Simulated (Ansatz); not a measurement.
Reaction (hydrogenolysis of the Si–C bond): `C[SiH2]S[SiH](C)Cl` + H₂ → `C[SiH2]S[SiH2]Cl` + CH₄

Calculated with Ansatz (gas phase, PBE0-D4/def2-TZVP geometries, no zero-point term in ΔE). CCSD(T)/CBS adds triple-zeta CCSD(T) − MP2 to the extrapolated MP2 energy (def2 sets, frozen cores). This one scheme is used for every species. DFT in def2-TZVPP. B3LYP here is the variant with VWN-RPA as its local correlation; programs differ in this. Each species was taken in one conformer, which may not be the lowest.

| level | ΔE (kJ/mol) | difference from CCSD(T)/CBS |
| --- | --- | --- |
| PBE0-D4 | -8.9 | -0.4 |
| B3LYP-D4 | -9.3 | -0.8 |
| B2PLYP | -17.7 | -9.2 |
| MP2/def2-TZVPP | -4.9 | 3.6 |
| SCS-MP2/def2-TZVPP | -12.8 | -4.3 |
| HF/def2-QZVPP | -36.9 | -28.4 |
| MP2/def2-QZVPP | -3.3 | 5.2 |
| SCS-MP2/def2-QZVPP | -11.2 | -2.7 |
| MP2/CBS(def2) | -1.9 | 6.6 |
| CCSD/CBS(def2) | -13.5 | -5.0 |
| CCSD(T)/CBS | -8.5 | 0 |

Largest T1 diagnostic among the species: 0.010.

The D4 term adds +15.4 kJ/mol with B3LYP and +8.8 kJ/mol with PBE0; it sums over pairs of atoms, weighted by their polarisabilities, and B3LYP, whose exchange is more repulsive, gets the larger term. In def2-TZVPP, CCSD(T) changes the Hartree–Fock value by +25.2 kJ/mol (the triples alone add +4.9 kJ/mol) and MP2 by +31.8 kJ/mol.
